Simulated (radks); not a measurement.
Results of a calculation; reference values are marked as such.
All-electron atom: Ce I in [Xe] 4f1.5 5d1 6s1.5 (fractional occupations, a model configuration). Level of theory: scalar-relativistic Kohn-Sham, LDA (Slater exchange, VWN5 correlation), spin-polarised, spherical densities, finite nucleus; open shells are filled with parallel spins first (spin-orbit coupling, left out, can overturn this in heavy ions); Fermi nuclear charge, rms radius 4.8771 fm (a radial shooting solver on a logarithmic mesh with Libxc functionals).

Normalised radial functions P(r) = r R(r), r in bohr:

```
   r/bohr * 6s up (the largest magnitude, 0.543, reaches the edge; | marks zero)
 0.001382                             |*
 0.002198                             |*
 0.003496                             |*
 0.005604                             | *
 0.008913                             | *
  0.01418                             | *
  0.02255                             |*
  0.03586                            *|
  0.05703                          *  |
   0.0907                          *  |
   0.1454                             |  *
   0.2313                             |    *
   0.3678                         *   |
    0.585                      *      |
   0.9303                             |       *
     1.48                             |        *
    2.353                *            |
    3.773  *                          |
        6            *                |
    9.543                         *   |
    15.18                             *
```

6s up: eigenvalue -3.707 eV, 5 radial nodes at r = 0.0303, 0.120, 0.314, 0.735, 1.84 bohr, <r> = 4.42 bohr, 90 % of the charge inside 6.49 bohr.
